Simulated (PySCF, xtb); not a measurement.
SnF4, SMILES [F][Sn]([F])([F])[F].

xtb with GFN2-xTB at its own geometry gives an orbital gap of 3.96 eV and a dipole moment of 0.00 D.

Geometry: PBE-D3(BJ)/def2-SVP. The isomer is the one that the SMILES or the coordinates give; other isomers of the formula were not compared. The def2 effective core potentials stand for the cores of Sn; spin–orbit coupling is left out.

**Question.** What does PBE/def2-TZVP (PySCF) give? (The exact figures need the calculation; the answer reports its results.)

**Answer.** gap 4.98 eV (levels -10.19 and -5.21 eV), dipole 0.00 D.
